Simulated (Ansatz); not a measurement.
Start from `FC(F)=CC(F)F` and change one atom or group to get `C=C(F)C=C(F)F`.

Ansatz, PBE0-D4/def2-TZVP geometries, multiplicity 1. Each molecule was computed in one conformer, which needn't be the lowest.

```csv
property,`FC(F)=CC(F)F`
LUMO energy (PBE/def2-TZVPP) / eV,-1.28
HOMO–LUMO gap (ωB97M-V/def2-TZVPP) / eV,12.66
size of the dipole moment (B3LYP/def2-TZVPP) / D,1.27
HOMO energy (PBE/def2-TZVPP) / eV,-6.98
HOMO energy (ωB97M-V/def2-TZVPP) / eV,-10.64
LUMO energy (ωB97M-V/def2-TZVPP) / eV,2.02
```

What does the change do to each property? (Best estimate.)

The calculation gave: 
| property | `C=C(F)C=C(F)F` | shift |
| --- | --- | --- |
| LUMO energy (PBE/def2-TZVPP) / eV | -1.78 | -0.50 |
| HOMO–LUMO gap (ωB97M-V/def2-TZVPP) / eV | 10.26 | -2.40 |
| size of the dipole moment (B3LYP/def2-TZVPP) / D | 1.79 | 0.52 |
| HOMO energy (PBE/def2-TZVPP) / eV | -5.80 | 1.18 |
| HOMO energy (ωB97M-V/def2-TZVPP) / eV | -9.04 | 1.60 |
| LUMO energy (ωB97M-V/def2-TZVPP) / eV | 1.23 | -0.79 |

With PBE0 the HOMO rises by 1.43 eV and the LUMO falls by 0.65 eV, so the gap narrows by about 2.08 eV. PBE moves the HOMO by 1.18 eV and ωB97M-V by 1.60 eV. The zero-point energy changes by 31.4 kJ/mol with +3 modes. Dipoles are sizes alone; their direction can turn.

Positive LUMOs are unbound, so they and the gaps depend on the basis.

B3LYP here is the variant with VWN-RPA as its local correlation; programs differ in this.
